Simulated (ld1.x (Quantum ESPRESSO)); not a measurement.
# What one change does to a pseudopotential (Rb, TM semilocal)

rubidium (Rb), norm-conserving Troullier–Martins (semilocal form), made with ld1.x (Quantum ESPRESSO) 7.5 (LDA (PZ), scalar-relativistic). Core [Ar] 3d10, reference 4s2 4p6 4d1 5s0 5p0. Waves: 4p (bound): rc 1.95 bohr; 4d (bound): rc 4.20 bohr; 4s (bound): rc 2.50 bohr. Local part: the s channel. Core correction: none.

Change: reference 4s2 4p6 5s1 5p0; wave 4d (bound): rc 4.20 bohr becomes 4d channel at -0.2 Ry: rc 4.20 bohr.

Cutoffs: the cutoffs (Ry, on a coarse ladder) from which the occupation-weighted sum of valence levels, in a spherical-Bessel basis at the reference potential, stays within 10 and 1 mRy of its value at 400 Ry; they do not see the model core or the augmentation charge, which bear on the density cutoff. Errors are all-electron minus pseudo energies relative to the spin-unpolarised reference configuration.

Q: What does the change do?

A: The potential gets neither clearly harder nor softer (25 Ry and 35 Ry → 25 Ry and 35 Ry); the miss of the reference levels goes from 0.00 to 0.46 eV; the number of tests that count goes from 9 to 6; neither file shows a bound ghost at the reference potential, the only one tested. A semilocal file is local in each channel, so a ghost entry of none says nothing of the separable form that plane-wave codes build from it.

```csv
quantity,base,changed
"cutoff, loose",25 Ry,25 Ry
"cutoff, tight",35 Ry,35 Ry
bound ghosts,none,none
"largest miss of a reference level, eV",0.00,0.46
"tests counted (converged, no solver errors)",9 of 9,6 of 7
s: phases at 4.57 bohr within 0.05 rad from the reference energy up to (Ry; the scan ends near 5),-0.6,-0.5
p: phases at 4.57 bohr within 0.05 rad from the reference energy up to (Ry; the scan ends near 5),1.8,1.9
d: phases at 4.57 bohr within 0.05 rad from the reference energy up to (Ry; the scan ends near 5),0.6,0.0
```

Changed file: Tests not counted: 4s2 4p6 5s0 5p1 (solver errors, printed error -3.4 eV). These tests converged, but a pseudo level misses the all-electron one widely, so the file describes the atom poorly there or has found another state: 4s2 4p6 5s0 5p0: empty 5p by 2.5 eV. The 5s level has no wave, so the channel is fitted at the deeper level alone: the likely source of the large errors.
